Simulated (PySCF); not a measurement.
**Structure elucidation problem**

The spectra below were simulated for a compound C₆H₂F₄.

1H NMR (600 MHz, computed): δ 5.51 (m, 1H), 1.71 (s, 1H).

13C{1H} NMR (computed): δ 131.0 (C), 86.0 (C), 83.7 (CH), 80.1 (CH), 72.3 (C), 68.6 (C).

Calculated, not measured (PySCF): GFN2-xTB structure, PBE0/pcSseg-1 with gauge-including orbitals. No relativistic terms, equivalent nuclei averaged, single conformer, isolated molecule.

δ = σ(ref) − σ, references computed at the same level: 1H (31.72 ppm), 13C (186.93 ppm) vs TMS.

Question: What is the structure?

Answer: 
Rings plus π bonds: 4 (no ring in the answer). 6 carbon signals for 6 carbons: no two carbons are equivalent. Carbon types of the structure: 4 × C, 2 × CH, which accounts for all hydrogens. δC 131.0: CF3 carbon; 3 electronegative neighbours deshield it. δC 86.0, 72.3, 68.6: alkyne carbon; sp carbons lie upfield of alkene carbons because the cylindrical π system leaves one tensor component strongly shielded. δC 83.7: propargylic sp3 CH bonded to F; pulled downfield by the heteroatom. δC 80.1: terminal alkyne carbon; the triple bond shields along its axis, which puts it between sp3 and sp2 carbons. δH 5.51: hydrogen on a propargylic sp3 CH bonded to F; its carbon carries F, which withdraws density. δH 1.71: hydrogen on a terminal alkyne carbon; it lies on the axis of the triple bond, in its shielding cone.

These data were computed for `C#CC#C[C@@H](F)C(F)(F)F`.

The data come from this structure; uniqueness wasn't tested.

Splittings by 19F in the carbon and heteronuclear signals aren't shown, as no couplings were computed. Shifts are as computed. Against solution values, carbons near 30 ppm lie about +3 ppm off and those near 130 ppm about +5 ppm. Of 1211 compounds with measured shifts, 218 miss one by over three times the rms of a fit or turn the order of signals round; such compounds aren't used in these exercises. Multiplicities follow the n + 1 count of equivalent neighbours, as no J values were calculated; m marks all less simple cases, F and P coupling included.
